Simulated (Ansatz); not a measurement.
The first iterations of a band of C₂H₆BSi (10 atoms, charge 1, multiplicity 1).

Theory: RKS PBE0/def2-SVP in Ansatz 0.2.0.

```yaml
movable_images: 5
climbing_image: yes
spring: 5.0 eV/Å²
optimiser: quadratic models (default)
start_path: IDPP
force_threshold: 0.03 eV/Å
iteration_limit: 60
end_points: relaxed
```

First end point:

```xyz
10
Properties=species:S:1:pos:R:3
B -0.951 1.277 0.100
C 0.064 0.615 -0.650
C 1.231 -0.219 -0.218
Si -0.296 -0.985 0.537
H -1.815 1.925 0.595
H -0.295 0.487 -1.692
H 1.910 0.235 0.514
H 1.751 -0.737 -1.030
H -1.077 -2.068 -0.087
H -0.521 -0.532 1.930
```

Last end point:

```xyz
10
Properties=species:S:1:pos:R:3
B -1.240 0.695 -0.728
C 0.147 0.784 -0.410
C 1.205 -0.268 -0.289
Si -0.183 -0.758 0.860
H -2.383 0.776 -1.040
H 0.329 1.750 0.104
H 2.155 0.081 0.128
H 1.328 -0.936 -1.150
H -1.111 -1.731 0.237
H -0.247 -0.393 2.287
```

| iteration | highest image above the first end (eV) | largest band force component (eV/Å) |
| --- | --- | --- |
| 1 | 1.476 | 1.863 |
| 2 | 1.234 | 0.621 |
| 3 | 1.114 | 1.129 |

Question: Does the band converge within its limit, and where does its top end?

Answer: It converged. It ended after 10 iterations with the highest image 1.018 eV above the first end. A vibrational analysis at the climbing image gives one clearly imaginary mode, 745i cm⁻¹: a first-order saddle point. Limits of this set-up: the dipole of an ion depends on the origin.

Run time: 3.2 min on 1 thread of Arm Neoverse V1 (shared host), peak memory 0.17 GiB.
